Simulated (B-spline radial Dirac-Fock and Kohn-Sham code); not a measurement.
## Binding energies of P³⁺ at several levels of theory

System: P³⁺, configuration [Ne] 3s1 3p1 (an excited configuration).

The density-functional columns are spherical, spin-unpolarised Dirac-Kohn-Sham results without Breit or QED terms: −ε is minus the orbital energy of the initial state and ΔSCF the difference of two total energies. The reference in the last column comes from relaxed Dirac-Fock hole states (ΔSCF) with Breit and QED corrections and a finite nucleus. All numbers are from a radial B-spline solver, in eV; a selection of levels is shown.

```
level  LDA −ε  LDA ΔSCF  Dirac-Fock
2p1/2   164.8     184.7       182.3
2p3/2   163.9     183.7       181.5
   3s   46.33     52.72       52.02
   3p   36.09     41.97       41.03
```

Values without a named source are computed, but for edge energies of neutral atoms, which are taken from tables.
